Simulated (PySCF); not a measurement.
## Sn⁺: excitation energy

Sn⁺ [Kr] 4d10 5s2 5p1 (2P) → Sn⁺ [Kr] 4d10 5s2 5d1 (2D), as a difference of total energies. All numbers are calculated (PySCF 2.14, scalar relativity by spin-free X2C-1e, in x2c-QZVPPall with one added diffuse shell each of s, p, d, f type (14s10p8d5f1g, 128 functions)). The calculations carry no spin-orbit coupling.

| method | excitation energy (cm⁻¹) |
| --- | --- |
| UHF | 62312 |
| wB97X-V | 63058 |
| TPSSh | 59726 |
| r2SCANh | 61599 |

Task: Which method comes closest to the reference value, and which is furthest?

Result: The reference is 68957 cm⁻¹ (measured; NIST levels, between the centres of gravity of the two terms). Closest: wB97X-V (error -5899.5 cm⁻¹); furthest: TPSSh (error -9231.0 cm⁻¹).
